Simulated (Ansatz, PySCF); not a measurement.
benzenedithiol (C6H6S2), SMILES Sc1ccc(S)cc1.

Geometry optimised at PBE0-D3(BJ)/def2-SVP. One conformer was computed; it need not be the lowest.

Vertical ionisation energy (IE) and electron affinity (EA) in eV. Rows of orbital energies are one-electron estimates. Where ΔSCF, EOM or ADC give a negative EA the extra electron is unbound and the value depends on the basis.

```tsv
level	IE	EA
−ε(HOMO), −ε(LUMO), M06-2X/def2-TZVP (PySCF)	6.99	-0.16
−ε(HOMO), −ε(LUMO), PBE/def2-TZVP (PySCF)	___	___
ΔSCF, CAM-B3LYP/def2-SVPD (Ansatz), final states of multiplicity 2 and 2	7.86	-0.90
ΔSCF, PBE/def2-SVPD (Ansatz), final states of multiplicity 2 and 2	7.48	-0.70
```

Q: Fill in the missing entries. (The exact figures need the calculation; the answer reports its results.)

A: 
- −ε(HOMO), −ε(LUMO), PBE/def2-TZVP (PySCF), IE: 5.00
- −ε(HOMO), −ε(LUMO), PBE/def2-TZVP (PySCF), EA: 1.51

Q: What vertical singlet–triplet gap does ΔSCF give with CAM-B3LYP/def2-SVPD (Ansatz, an electronic-structure program) and with PBE/def2-SVPD (Ansatz)? (Estimate from the structure and the level; the computed values follow.)

A: 3.61 and 3.41 eV (triplet above singlet where positive).
